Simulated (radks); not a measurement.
Trend from Mg3+ to Ar3+: ionisation energy by Delta-SCF between NIST ground configurations, and size. All-electron calculation, scalar-relativistic Kohn-Sham, SCAN, spin-polarised, spherical densities, finite nucleus; open shells are filled with parallel spins first; meta-GGA in the generalised Kohn-Sham scheme; Fermi nuclear charge, rms radius of each element as measured or else 0.836 A^(1/3) + 0.57 fm. Program: a radial shooting solver on a logarithmic mesh with Libxc functionals.

species  configuration  IE (eV)  NIST (eV)       kind  -e(HOMO) (eV)  outermost  <r> outermost (bohr)
Mg3+      [He] 2s2 2p5   109.96     109.27  semi-emp.    95.459 (2p)         2s                 0.672
Al3+              [Ne]   121.69     119.99       exp.    105.82 (2p)         2s                 0.621
Ar3+      [Ne] 3s2 3p3   59.871       59.6  semi-emp.    52.419 (3p)         3p                  1.38

Reference values: NIST Atomic Spectra Database (exp. = measured, semi-emp. = semi-empirical, theory = theoretical value adopted there). Open shells are spherical and high-spin; term and fine-structure splittings are not resolved.
